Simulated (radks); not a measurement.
Values are calculated unless marked as measured or tabulated.
The table gives one normalised radial function P(r) = r R(r) (large component) of Ag2+ in [Kr] 4d8.75 5s0.25 (r in bohr). Level of theory: Dirac Kohn-Sham, PBE, spin-unpolarised, spherical densities, finite nucleus; open shells fill j = l - 1/2 first; Fermi nuclear charge, rms radius 4.5454 fm (a radial shooting solver on a logarithmic mesh with Libxc functionals).

| r | P |
|---|---|
| 0.002889 | 0.1149 |
| 0.003823 | 0.1424 |
| 0.005099 | 0.1746 |
| 0.006747 | 0.2079 |
| 0.008998 | 0.2405 |
| 0.01191 | 0.2639 |
| 0.01588 | 0.2689 |
| 0.02101 | 0.2413 |
| 0.0278 | 0.1668 |
| 0.03708 | 0.0314 |
| 0.04906 | -0.1490 |
| 0.06543 | -0.3398 |
| 0.08658 | -0.4440 |
| 0.1155 | -0.3578 |
| 0.1528 | -0.0379 |
| 0.2022 | 0.4039 |
| 0.2696 | 0.6793 |
| 0.3567 | 0.4699 |
| 0.4758 | -0.2291 |
| 0.6296 | -0.9529 |
| 0.8397 | -1.2267 |
| 1.111 | -0.9480 |
| 1.47 | -0.4836 |
| 1.961 | -0.1548 |
| 2.594 | -0.0308 |
| 3.46 | -0.0030 |
| 4.578 | -0.0001 |
| 6.106 | 0.0000 |
| 8.079 | 0.0000 |

Which n and l does it have? It may be an empty orbital.

Answer. n = 4, l = 0: the number of nodes gives n - l - 1 = 3, the rise at small r points to l (this Dirac orbital starts outside the nucleus as r^gamma with gamma = sqrt((l + 1)^2 - (Z/c)^2) = 0.94; the j = 1/2 orbital of l + 1 starts with the same power, but with a smaller coefficient, and then steepens), and the extent must fit the shell. The curve is that of 4s1/2. 4s1/2: eigenvalue -118.74 eV, 3 radial nodes at r = 0.0391, 0.157, 0.438 bohr, <r> = 0.909 bohr, 90 % of the charge inside 1.32 bohr.
